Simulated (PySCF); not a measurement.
# Si3PH9O4

The system: Si3PH9O4, a molecule drawn as a unit of a network glass or zeolite (built as: P Si Si Si, H ends, O bridges); neutral, singlet. The structure, one conformer, was relaxed in the gas phase by PBE0-D3(BJ)/def2-SVP. No frequency run checks that it is a minimum.

SMILES: O=P(O[SiH3])(O[SiH3])O[SiH3]

```xyz
17

O    -0.072   -1.980    0.171
P    -0.054   -0.565   -0.248
O     0.896    0.381    0.635
Si    1.739   -0.081    2.036
O    -1.475    0.162   -0.177
Si   -2.894   -0.516    0.465
O     0.439   -0.267   -1.727
Si    1.187    1.082   -2.421
H     2.722   -1.147    1.708
H     0.775   -0.540    3.071
H     2.434    1.157    2.478
H    -3.901    0.573    0.381
H    -2.666   -0.908    1.882
H    -3.315   -1.685   -0.351
H     2.632    1.081   -2.062
H     1.013    0.927   -3.887
H     0.529    2.325   -1.933
```
Atom numbers follow the order of the file, from 1.

Shieldings: GIAO PBE0/pcSseg-1. Shifts are against computed references at the same level: H TMS (σ 31.27 ppm), Si TMS (σ 352.0 ppm). Core levels by delta-SCF with SCAN, pcX-2 on the ionised atom and pcseg-1 elsewhere, spin-free X2C (2p3/2 is the spin-free 2p value less a third of a first-order spin-orbit splitting); from the vacuum level, for chosen atoms.

Problem. Give the NMR and core-level values of the distinct atoms.

Solution. 
```csv
atoms,bonded to,σ (ppm),δ (ppm),core level (eV)
O1,1 P,171.2,-,1s 536.87
P2,4 O,331.1,-,2p3/2 140.03
O3,1 P + 1 Si,234.9,-,1s 538.78
Si4,1 O + 3 H,379.5,-27.5,-
O5,1 P + 1 Si,234.2,-,1s 538.72
Si6,1 O + 3 H,379.6,-27.6,-
O7,1 P + 1 Si,241.4,-,1s 538.83
Si8,1 O + 3 H,380.5,-28.5,-
H9 H10 H11,1 Si,26.27,5.00,-
H12 H13 H14,1 Si,26.30,4.96,-
H15 H16 H17,1 Si,26.34,4.92,-
```

Values are those of this one static structure, with the three H of a rotating XH3 group averaged; atoms that internal rotation interchanges would show their mean in an NMR spectrum.

Problem. Which of O1, O3, O5, O7 holds its core electrons tightest, and by how much against the loosest?

Solution. O7 (bonded to 1 P + 1 Si), by 1.95 eV over O1 (bonded to 1 P).

Problem. By CAM-B3LYP/def2-SVPD (TDDFT singlets, Tamm-Dancoff triplets, ionisation by delta-SCF), where does absorption start, and what does vertical ionisation take?

Solution. The lowest singlet lies at 7.67 eV (f 0.019), the lowest triplet at 7.32 eV; vertical ionisation takes 11.28 eV.

The 3 runs behind this took 13 min in all, one thread each of Arm Neoverse V1 on a shared host, launched as `OMP_NUM_THREADS=1 python cluster_run.py task.json out`.
